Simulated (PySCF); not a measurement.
`CO[Si@H](N)[SiH3]`: 4 charge schemes on one density

Species: CH₉NOSi₂.
Atom-mapped SMILES: `[CH3:1][O:2][Si@H:3]([NH2:4])[SiH3:5]` (hydrogens: H6, H7, H8 on C1; H9 on Si3; H10, H11 on N4; H12, H13, H14 on Si5)

Structure used (GFN2-xTB), in Å, numbered top down from 1:
```xyz
14
CH9NOSi2 angstrom
C     -2.2651   -0.4250   -0.0859
O     -0.8947   -0.6683   -0.0660
Si     0.2485    0.0647    0.8306
N      0.2423    1.7630    0.4883
Si     2.1890   -0.8594    0.0561
H     -2.4756    0.5614   -0.5070
H     -2.7384   -1.1859   -0.7082
H     -2.6881   -0.4722    0.9213
H     -0.1010   -0.1652    2.2542
H     -0.6184    2.2845    0.5534
H      1.0039    2.3322    0.8167
H      2.5830   -0.4805   -1.3043
H      2.2161   -2.3243    0.0903
H      3.2978   -0.4255    0.9183
```

Density: PBE0/pcSseg-1 (PySCF); schemes: Mulliken, IAO, Hirshfeld and ESP-fitted. Geometry: GFN2-xTB, one conformer, isolated molecule.

Task: Tabulate the Mulliken, IAO, Hirshfeld and ESP-fitted charges.

Result: In e; atoms taken as equivalent share a row and are averaged (×n: the atom named and its like, n in all):

| atom | environment | Mulliken | IAO | Hirshfeld | ESP-fitted |
| --- | --- | --- | --- | --- | --- |
| C1 | methoxy carbon | -0.007 | -0.196 | -0.032 | -0.222 |
| O2 | silyl ether oxygen | -0.643 | -0.641 | -0.231 | -0.336 |
| Si3 | oxygen-bound silicon | +0.823 | +0.994 | +0.358 | +0.704 |
| N4 | silicon-bound nitrogen | -0.646 | -0.863 | -0.328 | -1.022 |
| Si5 | SiH3 silicon | +0.126 | +0.257 | +0.207 | +0.060 |
| H6/H7/H8 | methyl hydrogen | +0.103 | +0.136 | +0.043 | +0.121 |
| H9 | Si–H hydrogen | -0.146 | -0.185 | -0.105 | -0.172 |
| H10/H11 | N–H hydrogen | +0.192 | +0.261 | +0.115 | +0.385 |
| H12/H13/H14 | Si–H hydrogen | -0.066 | -0.098 | -0.076 | -0.048 |

Mean size of the charges over all atoms: IAO 0.311 e, ESP-fitted 0.271 e, Mulliken 0.234 e, Hirshfeld 0.132 e. Each set sums to the total charge, 0, to within 0.001 e. The IAO scheme projects the occupied orbitals on a minimal set of polarised atomic orbitals and counts the electrons in each atom's part of it. The Mulliken scheme counts on each atom the diagonal of the density matrix times the overlap matrix over that atom's basis functions.

Some averages cover members that differ in this geometry: H12/H13/H14, ESP-fitted -0.065 to -0.024; H12/H13/H14, Mulliken -0.085 to -0.053; H6/H7/H8, IAO +0.125 to +0.154; H6/H7/H8, Mulliken +0.094 to +0.119 e.

Lowest charge. All schemes agree: Mulliken N4 (-0.646); IAO N4 (-0.863); Hirshfeld N4 (-0.328); ESP-fitted N4 (-1.022).

Highest charge. All schemes agree: Mulliken Si3 (+0.823); IAO Si3 (+0.994); Hirshfeld Si3 (+0.358); ESP-fitted Si3 (+0.704).

Task: Sum the charges by element, for elements with more than one atom.

Result: 
```
element  atoms  Mulliken     IAO  Hirshfeld  ESP-fitted
     Si      2    +0.950  +1.251     +0.564      +0.764
      H      9    +0.346  +0.450     +0.026      +0.817
```

Task: How many electrons does the ESP-fitted scheme count on Si3?

Result: Z − q = 14 − (+0.704) = 13.296.
